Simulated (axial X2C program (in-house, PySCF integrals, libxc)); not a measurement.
**What spin–orbit coupling does to PbBr⁺**

Computed with an in-house relativistic program for diatomic molecules. Spin-free means the one-electron spin-free X2C Hamiltonian; two-component (2c) means X2C with spin–orbit coupling and atomic mean-field two-electron Coulomb and Gaunt terms, so the difference of the two also holds small scalar two-electron terms. Basis: Pb dyall-cv3z [12s14p10d7f1g], Br dyall-cv3z [8s9p6d4f1g] (cores contracted in-house); Gaussian nuclei, density fitting, unrestricted open shells. Masses: Pb 207.977 u, Br 78.918 u.

Spin-free state: M_S = 0, Λ = 0 (closed shell); fragments Pb+ + Br.

```
  level  Re (Å)  ωe (cm⁻¹)  De (eV)  μ (D)
     HF   2.489      265.1    2.203  -4.08
   CCSD   2.497      262.4    3.262    n/a
CCSD(T)   2.504      259.3    3.409    n/a
    PBE   2.507      250.7    3.920  -2.97
```

Correlated methods: 10 electrons correlated (number of frozen shells: Pb 5 s, 4 p, 3 d, 1 f; Br 3 s, 2 p, 1 d), 278 virtual spin orbitals or spinors in MP2, 88 natural virtuals in coupled cluster.

Dipoles are positive if Br is the positive end and refer to the centre of mass.

Two-component determinant lowest at the distance of the search:

Ω = 0 (closed shell); fragments Pb+ + Br.

```csv
level,Re (Å),ωe (cm⁻¹),De (eV),μ (D)
HF,2.484,263.8,1.028,-3.63
CCSD,2.497,258.3,2.173,n/a
CCSD(T),2.504,254.9,2.321,n/a
PBE,2.510,244.5,2.930,-2.64
```

(1) From the two tables, how do the constants change at the CCSD(T) level (2c against spin-free)?

Occupations by symmetry block were frozen at the best pattern of an incomplete PBE0 search. Closed shells are restricted here (equal orbitals for both partners); the stretched side of such a curve lies too high. De is counted from the lowest determinant-based energies of the atoms at the same level, without counterpoise correction. CCSD and (T) use frozen natural virtuals with an MP2 correction for the truncation; (T) itself is uncorrected, so its De runs slightly low. The functionals have no current-density term, which raises determinants with orbital currents, atoms included. With the outer-core shells frozen, correlated bond lengths of heavy atoms tend to come out a few hundredths of an ångström too long.

## Answers

(1) At the CCSD(T) level Re is unchanged within 0.001 Å and ωe falls by 4.4 cm⁻¹; De changes by -1.088 eV.
